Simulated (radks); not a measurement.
Values are calculated unless marked as measured or tabulated.
How relativity changes the ionisation of the praseodymium ion Pr+ ([Xe] 4f3 6s1) to Pr2+ ([Xe] 4f3). Spin-unpolarised spherical Kohn-Sham, LDA (Slater exchange, Perdew-Wang correlation), point nucleus unless stated (finite: rms radius 4.8919 fm), a radial shooting solver on a logarithmic mesh with Libxc functionals. A level marked "c x" has the speed of light scaled by that factor and shares open shells by 2j + 1; other Dirac levels either fill j = l - 1/2 first or share by 2j + 1.

[
 {"level": "non-rel.", "E(Pr+) (hartree)": "-8917.4344", "E(Pr2+) (hartree)": "-8917.0566", "IE (eV)": "10.281", "HOMO": "6s", "<r> HOMO (bohr)": "4.216"},
 {"level": "scalar-rel.", "E(Pr+) (hartree)": "-9230.3878", "E(Pr2+) (hartree)": "-9229.9900", "IE (eV)": "10.823", "HOMO": "4f", "<r> HOMO (bohr)": "1.172"},
 {"level": "scalar-rel., finite nucleus", "E(Pr+) (hartree)": "-9229.9219", "E(Pr2+) (hartree)": "-9229.5242", "IE (eV)": "10.822", "HOMO": "4f", "<r> HOMO (bohr)": "1.172"},
 {"level": "Dirac, 2j+1 shares", "E(Pr+) (hartree)": "-9235.6599", "E(Pr2+) (hartree)": "-9235.2622", "IE (eV)": "10.822", "HOMO": "4f7/2", "<r> HOMO (bohr)": "1.182"},
 {"level": "Dirac, low j first", "E(Pr+) (hartree)": "-9235.6816", "E(Pr2+) (hartree)": "-9235.2842", "IE (eV)": "10.814", "HOMO": "4f5/2", "<r> HOMO (bohr)": "1.166"},
 {"level": "Dirac, 2j+1 shares, finite nucleus", "E(Pr+) (hartree)": "-9235.1918", "E(Pr2+) (hartree)": "-9234.7942", "IE (eV)": "10.821", "HOMO": "4f7/2", "<r> HOMO (bohr)": "1.182"},
 {"level": "Dirac, c x 1.5", "E(Pr+) (hartree)": "-9051.4806", "E(Pr2+) (hartree)": "-9051.0948", "IE (eV)": "10.498", "HOMO": "6s1/2", "<r> HOMO (bohr)": "4.138"},
 {"level": "Dirac, c x 5", "E(Pr+) (hartree)": "-8929.0692", "E(Pr2+) (hartree)": "-8928.6907", "IE (eV)": "10.299", "HOMO": "6s1/2", "<r> HOMO (bohr)": "4.209"},
 {"level": "Dirac, c x 10", "E(Pr+) (hartree)": "-8920.3355", "E(Pr2+) (hartree)": "-8919.9576", "IE (eV)": "10.285", "HOMO": "6s1/2", "<r> HOMO (bohr)": "4.214"}
]

NIST Atomic Spectra Database: 10.63 eV (semi-empirical). The relativistic part of the total energy of Pr+ is -317.8 hartree (Dirac, 2j+1 shares, finite nucleus), 3.6 % of the non-relativistic value. Spin polarisation and multiplet splitting of open shells are left out at every level.

Beside tabulated values, note that relativity, absent from the non-relativistic runs, is large for the heavy elements, and spin-unpolarised runs miss the spin-polarisation part of the exchange energy of open shells.
